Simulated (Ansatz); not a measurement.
Bond stretch in AlH, singlet.

Levels of theory: RCCSD = CCSD on RHF/aug-cc-pVDZ, frozen core (Ansatz, an electronic-structure program); RMP2 = MP2 on RHF/aug-cc-pVDZ, frozen core in Ansatz; RKS-PBE0 = restricted PBE0/aug-cc-pVDZ (Ansatz).

Total energies in hartree (comparable only within one method and basis):

```
R / Å       RCCSD        RMP2    RKS-PBE0
-----  ----------  ----------  ----------
1.23   -242.46616  -242.44362  -242.78861
1.34   -242.50050  -242.47817  -242.82305
1.39   -242.51066  -242.48839  -242.83337
1.50   -242.52457  -242.50234  -242.84770
1.58   -242.52929  -242.50703  -242.85276
1.59   -242.52964  -242.50737  -242.85314
1.66   -242.53082  -242.50847  -242.85459
1.69   -242.53075  -242.50835  -242.85462
1.78   -242.52895  -242.50635  -242.85309
1.82   -242.52753  -242.50483  -242.85177
1.90   -242.52386  -242.50090  -242.84823
2.03   -242.51626  -242.49278  -242.84073
2.22   -242.50338  -242.47891  -242.82766
2.52   -242.48252  -242.45603  -242.80579
2.74   -242.46841  -242.44010  -242.79048
2.98   -242.45489  -242.42423  -242.77526
3.37   -242.43756  -242.40220  -242.75433
3.69   -242.42751  -242.38743  -242.74054
4.04            —  -242.37430  -242.72848
4.50            —  -242.36122  -242.71653
5.05            —  -242.35090  -242.70662
5.90            —  -242.34416  -242.69737
6.61            —  -242.34500  -242.69292
```

Dashes: no converged value, or the column stops at the first point that the program doubted or that broke a chosen test of continuity, which isn't proof of a fault.

The T1 diagnostic of CCSD on the restricted reference of RCCSD, RMP2 exceeds 0.045 at 2.98 to 6.61 Å. The restricted form behind RMP2, RKS-PBE0 keeps the bonding electrons paired and can't separate into open-shell fragments.
